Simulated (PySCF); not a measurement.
# Two-component Hartree-Fock for Tc(34+) (technetium, charge +34)

Start: [He] 2s2 2p5; 2p1/2 filled at m_j = +1/2; 2p3/2 filled at m_j = -3/2, -1/2, +1/2, +3/2. Calculated with PySCF 2.14 in an uncontracted even-tempered set (17 s from 14 bohr⁻², ratio 2.4; 12 p from 18 bohr⁻², ratio 2.4; 5 d from 69 bohr⁻², ratio 2.6; 4 f from 100 bohr⁻², ratio 2.6): generalised Hartree-Fock with the X2C-1e Hamiltonian and a Gaussian nucleus; one run each with spin-orbit coupling (SO) screened by Boettger's factors, then bare. This is a chosen level, not necessarily the ground level.

```tsv
spinor shell	electrons	ε, screened SO (eV)	ε, bare SO (eV)	weight of nominal j (bare SO)	rms radius, bare SO (bohr)
1s1/2	2	-23292.4	-23292.6	1.000	0.0393
2s1/2	2	-5015.0	-5015.1	1.000	0.157
2p1/2	1	-4824.0	-4828.5	1.000	0.136
2p3/2	4	-4686.6	-4684.8	1.000	0.140
```

```csv
quantity,screened SO,bare SO
E (hartree),-3238.86208,-3238.74954
M_J,1/2,1/2
⟨J²⟩,0.750,0.750
⟨L²⟩,2.002,2.002
⟨S²⟩,0.752,0.752
```

Each row is a mean over spinors that exchange with the open shell spreads, by up to 11.615 eV (2p3/2).

Breit and QED terms are absent; they matter most for the inner s and p1/2 levels.

Densities and radii are taken from the X2C orbitals without a picture-change correction, which distorts them close to the nucleus.
